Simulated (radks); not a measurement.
Q: All-electron atom: Rb III in [Ar] 3d9 4s2 4p6 (not the ground configuration). All-electron calculation, scalar-relativistic Kohn-Sham, LDA (Slater exchange, Perdew-Wang correlation), spin-polarised, spherical densities, finite nucleus; open shells are filled with parallel spins first (spin-orbit coupling, left out, can overturn this in heavy ions); Fermi nuclear charge, rms radius 4.2036 fm. Program: a radial shooting solver on a logarithmic mesh with Libxc functionals. Some entries of the table are withheld. Estimate them.

| orbital | occ. | eigenvalue (Ry) | <r^2> (bohr^2) |
|---|---|---|---|
| 1s up | 1 | -1106.049 | 0.002193 |
| 1s down | 1 | -1106.047 | 0.002193 |
| 2s up | 1 | -150.4207 | 0.03739 |
| 2s down | 1 | -150.3272 | 0.03737 |
| 2p up | 3 | -133.7919 | 0.02947 |
| 2p down | 3 | -133.7196 | 0.02945 |
| 3s up | 1 | -24.45498 | 0.2952 |
| 3s down | 1 | -24.32976 | 0.2958 |
| 3p up | 3 | -19.11408 | 0.3073 |
| 3p down | 3 | -18.99003 | 0.3082 |
| 3d up | 5 | -10.28729 | (1) |
| 3d down | 4 | -10.15610 | (2) |
| 4s up | 1 | -3.95024 | 2.148 |
| 4s down | 1 | -3.93075 | 2.161 |
| 4p up | 3 | -2.66566 | 2.827 |
| 4p down | 3 | -2.65171 | 2.847 |

A: 
(1) 3d up <r^2> (bohr^2): 0.3176
(2) 3d down <r^2> (bohr^2): 0.3198
